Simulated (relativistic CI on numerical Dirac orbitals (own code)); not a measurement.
**Level scheme of Ta⁶³⁺**

Calculated at this level of theory: Dirac-Coulomb-Breit CI, orbitals from a KLI potential per configuration, a model potential for QED, unscaled Slater integrals (own radial code, finite nucleus).

Configuration list (outside the closed core 1s2): 2s2.2p6, 2s2.2p5.3s, 2s2.2p5.3p, 2s2.2p5.3d, 2s.2p6.3s, 2s.2p6.3p, 2s.2p6.3d, 2s2.2p5.4s, 2s2.2p5.4p, 2s2.2p5.4d, 2s2.2p5.4f, 2s2.2p4.3s2, 2s.2p6.4s, 2s2.2p4.3s.3p, 2s2.2p5.5s, 2s.2p6.4p, 2s2.2p5.5p, 2s2.2p4.3s.3d, 2s2.2p5.5d, 2s.2p6.4d, 2s2.2p4.3p2, 2s2.2p5.5f, 2s2.2p5.5g, 2s.2p6.4f, 2s2.2p4.3p.3d, 2s.2p5.3s2, 2s2.2p4.3d2, 2s.2p5.3s.3p, 2s.2p5.3s.3d, 2s.2p5.3p2, 2s.2p6.5s, 2s.2p6.5p, 2s.2p5.3p.3d, 2s.2p6.5d, 2s.2p6.5f, 2s.2p6.5g. Levels of other configurations are missing.

```
No.  Configuration  Term  J   E (Ry)    %  Next component (%)  Landé g  Lifetime (s)
  1        2s2.2p6    1S  0    0.000  100                                           
  2     2s2.2p5.3s   3P°  2  592.675  100                        1.471      2.67e-10
  3     2s2.2p5.3s   1P°  1  593.291   66              34 3P°    1.131      6.88e-15
  4     2s2.2p5.3p    3P  1  603.388   49               32 3S    1.482      1.70e-11
  5     2s2.2p5.3p    3D  2  603.521   50               33 1D    1.136      1.14e-12
  6     2s2.2p5.3p    3D  3  629.525  100                        1.310      6.83e-13
  7     2s2.2p5.3p    1P  1  629.551   56               36 3S    1.295      7.19e-13
  8     2s2.2p5.3p    3P  2  630.466   67               33 1D    1.310      4.19e-13
  9     2s2.2p5.3p    1S  0  634.580   62               38 3P               4.62e-13
 10     2s2.2p5.3d   3P°  0  641.033  100                                   9.17e-13
 11     2s2.2p5.3d   3P°  1  641.755   66              32 3D°    1.144      1.35e-14
 12     2s2.2p5.3d   3F°  3  641.829   54              39 1F°    1.044      8.71e-13
 13     2s2.2p5.3d   3D°  2  642.412   54              18 3F°    1.055      8.29e-13
 14     2s2.2p5.3d   3F°  4  647.568  100                        1.229      6.81e-12
 15     2s2.2p5.3d   1D°  2  648.083   49              41 3P°    1.186      3.83e-12
 16     2s2.2p5.3d   3D°  3  648.814   71              27 1F°    1.219      6.21e-12
 17     2s2.2p5.3d   1P°  1  650.943   63              19 3D°    1.003      3.80e-16
 18     2s2.2p5.3s   3P°  0  688.427  100                                   3.67e-11
 19     2s2.2p5.3s   3P°  1  688.677   66              34 1P°    1.299      2.75e-14
 20     2s2.2p5.3p    3D  1  698.870   74               23 1P    0.634      1.70e-11
 21     2s2.2p5.3p    3P  0  702.372   62               38 1S               3.38e-12
 22      2s.2p6.3s    3S  1  722.557   78    12 2s2.2p5.3p 3P    1.855      6.19e-14
 23     2s2.2p5.3p    3D  2  725.603   50               34 1D    1.145      3.99e-13
 24      2s.2p6.3s    1S  0  725.809  100                                   5.33e-14
 25     2s2.2p5.3p    3P  1  726.347   39               24 3S    1.604      1.62e-13
 26      2s.2p6.3p   3P°  1  734.120   64              31 1P°    1.283      1.41e-15
 27      2s.2p6.3p   3P°  0  734.281  100                                   4.97e-14
 28     2s2.2p5.3d   3F°  2  737.548   74              20 1D°    0.745      8.33e-13
 29     2s2.2p5.3d   3D°  1  739.510   47              34 1P°    0.850      7.58e-16
 30     2s2.2p5.3d   3P°  2  743.777   47              36 3D°    1.279      3.66e-12
 31     2s2.2p5.3d   3F°  3  744.028   44              34 1F°    1.093      5.64e-12
 32      2s.2p6.3p   3P°  2  760.566  100                        1.478      4.62e-14
 33      2s.2p6.3p   1P°  1  761.002   68              32 3P°    1.156      2.24e-15
 34      2s.2p6.3d    3D  1  772.446  100                        0.493      5.08e-14
 35      2s.2p6.3d    3D  2  772.835   71               29 1D    1.096      3.94e-14
 36      2s.2p6.3d    3D  3  778.468  100                        1.315      5.03e-14
 37      2s.2p6.3d    1D  2  779.589   71               29 3D    1.042      3.33e-14
 38     2s2.2p5.4s   3P°  2  829.149  100                        1.473      1.60e-14
 39     2s2.2p5.4s   1P°  1  829.355   67              33 3P°    1.127      8.81e-15
 40     2s2.2p5.4p    3P  1  833.575   50               31 3S    1.478      1.29e-14
 41     2s2.2p5.4p    3D  2  833.614   50               33 1D    1.138      1.28e-14
 42     2s2.2p5.4p    3D  3  844.306  100                        1.313      2.03e-14
 43     2s2.2p5.4p    1P  1  844.330   56               36 3S    1.298      2.01e-14
 44     2s2.2p5.4p    3P  2  844.656   67               33 1D    1.313      2.04e-14
 45     2s2.2p5.4p    1S  0  846.040   65               34 3P               2.11e-14
 46     2s2.2p5.4d   3P°  0  848.699  100                                   8.70e-15
 47     2s2.2p5.4d   3P°  1  848.959   64              34 3D°    1.131      6.94e-15
 48     2s2.2p5.4d   3F°  3  848.972   54              40 1F°    1.047      8.73e-15
 49     2s2.2p5.4d   3D°  2  849.183   55              18 3F°    1.056      8.77e-15
 50     2s2.2p5.4d   3F°  4  851.477  100                        1.233      8.43e-15
 51     2s2.2p5.4d   1D°  2  851.667   49              41 3P°    1.192      8.42e-15
 52     2s2.2p5.4d   3D°  3  851.928   71              27 1F°    1.223      8.47e-15
 53     2s2.2p5.4d   1P°  1  852.677   64              20 3P°    1.028      9.29e-16
 54     2s2.2p5.4f    3D  1  854.054  100                        0.512      3.98e-15
 55     2s2.2p5.4f    3G  4  854.075   53               44 1G    1.016      4.08e-15
 56     2s2.2p5.4f    3F  2  854.227   48               46 3D    0.909      4.03e-15
 57     2s2.2p5.4f    3F  3  854.304   51               23 3G    0.984      4.08e-15
 58     2s2.2p5.4f    3G  5  855.236  100                        1.185      4.19e-15
 59     2s2.2p5.4f    1D  2  855.358   61               32 3D    1.034      4.07e-15
 60     2s2.2p5.4f    1F  3  855.420   44               40 3D    1.133      4.15e-15
 61     2s2.2p5.4f    3F  4  855.490   72               22 1G    1.171      4.20e-15
 62     2s2.2p5.4s   3P°  0  925.016  100                                   1.59e-14
 63     2s2.2p5.4s   3P°  1  925.086   67              33 1P°    1.305      1.23e-14
 64     2s2.2p5.4p    3D  1  929.334   74               22 1P    0.638      1.28e-14
 65     2s2.2p5.4p    3P  0  930.446   65               34 1S               1.32e-14
 66     2s2.2p5.5s   3P°  2  934.598  100                        1.474      1.96e-14
 67     2s2.2p5.5s   1P°  1  934.696   67              33 3P°    1.126      1.23e-14
 68     2s2.2p5.5p    3P  1  936.815   50               31 3S    1.477      1.59e-14
 69     2s2.2p5.5p    3D  2  936.839   50               33 1D    1.139      1.59e-14
 70     2s2.2p5.4p    3P  1  940.234   50               29 3S    1.497      2.03e-14
```

Energies count from the lowest computed level; ° marks odd parity; lifetimes are radiative, by E1, M1, E2, M2 decay to levels of this space only.

The mean weight of the leading LS term, summed over parents, in these 70 levels is 70 %, and that of the leading jj configuration (from the same eigenvectors) 99 %, so jj coupling describes them better and the LS labels are nominal.

At this charge energies of transitions that change n are usually good to better than 1 %, and those within a shell (Δn = 0) to a few per cent.

LS names give the leading component of a level, which can be under half, so a name can repeat, a term be missing and a line seem to break the LS rules.
